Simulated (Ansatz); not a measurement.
Molecule: C2H3N (charge 0, singlet). 
Structure (B3LYP-D3(BJ)/def2-TZVP (Ansatz, a first-principles code) minimum search):
SMILES: [C-]#[N+]C
```xyz
6

C     -1.1048     0.0069    -0.0265
N      0.3127    -0.0019     0.0075
C      1.4768    -0.0092     0.0354
H     -1.4600    -0.6890    -0.7861
H     -1.4990    -0.2921     0.9445
H     -1.4620     1.0085    -0.2642
```
Charge 0, spin multiplicity 1.

Total electronic energies in hartree. Valence correlation only, unless marked. No spin-orbit coupling. Non-relativistic. CBS(X,Y): correlation extrapolated as X^-3; Hartree-Fock from the larger set. [CCSD(T)-MP2]/basis is that difference in the basis named.

| level | program | energy (Eh) |
|---|---|---|
| HF/cc-pVDZ | Ansatz | -131.90526 |
| r2SCAN/def2-TZVPD | Ansatz | -132.68390 |
| PBE0-D4/def2-TZVPD | Ansatz + dftd4 | -132.60536 |
| BHLYP-D4/def2-TZVPD | Ansatz + dftd4 | -132.69093 |
| r2SCAN0/def2-TZVPD | Ansatz | -132.66652 |
| MP2/cc-pwCVTZ | Ansatz | -132.45466 |
| MP2/CBS(cc-pVTZ,cc-pVQZ) | Ansatz | -132.5111 |
| SCS-MP2/6-31G | Ansatz | -132.10887 |
| SCS-MP2/cc-pVDZ | Ansatz | -132.31136 |
| CCSD/aug-cc-pVDZ | Ansatz | -132.36488 |
| CCSD/aug-cc-pVTZ | Ansatz | -132.47287 |
| CCSD(T)/6-31G | Ansatz | -132.14018 |
| RI-MP2/CBS(aug-cc-pVTZ,aug-cc-pVQZ)+[CCSD(T)-MP2]/aug-cc-pVTZ | Ansatz | -132.5554 |
| RI-MP2/CBS(cc-pVTZ,cc-pVQZ)+[CCSD(T)-MP2]/cc-pVTZ | Ansatz | -132.5545 |
| CCSD(T)/CBS(cc-pVTZ,cc-pVQZ) | Ansatz | -132.5482 |

Totals of different functionals don't rank their quality; only differences between species are comparable.
